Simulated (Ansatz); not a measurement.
Reaction (formal exchange of groups at the Si–Si bond): `[SiH3][SiH2][TeH]` + `O[SiH](Cl)Cl` → `O[Si]([SiH3])(Cl)Cl` + `[SiH3][TeH]`

Calculated with Ansatz (gas phase, PBE0-D4/def2-TZVP geometries, no zero-point term in ΔE). CCSD(T)/CBS adds triple-zeta CCSD(T) − MP2 to the extrapolated MP2 energy (def2 sets, frozen cores). This one scheme is used for every species. Functionals use def2-TZVPP. B3LYP here is the variant with VWN-RPA as its local correlation; programs differ in this. HSE06 is defined as in plane-wave codes. def2 core potentials past Kr. For Te outer-core shells are correlated without core-valence functions, which leaves a few kJ/mol of doubt a bond. One conformer a species, not always the lowest.

```tsv
level	ΔE (kcal/mol)	difference from CCSD(T)/CBS
LDA (SPW92)	1.5	-0.6
PBE-D4	1.4	-0.7
revPBE-D4	1.2	-0.9
BLYP-D4	0.6	-1.5
r2SCAN-D4	1.8	-0.3
B97M-V	1.9	-0.2
PBE0-D4	1.7	-0.4
B3LYP-D4	1.0	-1.1
r2SCANh-D4	1.9	-0.2
HSE06-D4	1.8	-0.3
BHLYP-D4	1.4	-0.7
CAM-B3LYP-D4	1.1	-1.0
ωB97X-V	1.4	-0.7
ωB97M-V	1.4	-0.7
PBE-QIDH	2.2	0.1
PBE	1.6	-0.5
revPBE	1.7	-0.4
BLYP	1.1	-1.0
r2SCAN	1.9	-0.2
PBE0	2.0	-0.1
B3LYP	1.4	-0.7
r2SCANh	2.0	-0.1
r2SCAN0	2.1	0.0
HSE06	2.0	-0.1
BHLYP	1.6	-0.5
LC-ωPBE	1.9	-0.2
HF/def2-SVP	1.6	-0.5
CCSD/def2-SVP	1.9	-0.2
CCSD(T)/def2-SVP	1.9	-0.2
HF/def2-TZVPP	1.7	-0.4
MP2/def2-TZVPP	2.2	0.1
SCS-MP2/def2-TZVPP	2.0	-0.1
CCSD/def2-TZVPP	2.1	0.0
CCSD(T)/def2-TZVPP	2.1	0.0
HF/def2-QZVPP	1.8	-0.3
MP2/def2-QZVPP	2.3	0.2
SCS-MP2/def2-QZVPP	2.1	0.0
HF/CBS(def2)	1.8	-0.3
MP2/CBS(def2)	2.3	0.2
CCSD/CBS(def2)	2.1	0.0
CCSD(T)/CBS	2.1	0
```

Largest T1 diagnostic among the species: 0.012.

Leaving LDA and LC-ωPBE aside and taking each functional with its dispersion term where it has one, the values spread over 1.6 kcal/mol, from BLYP-D4 to PBE-QIDH.
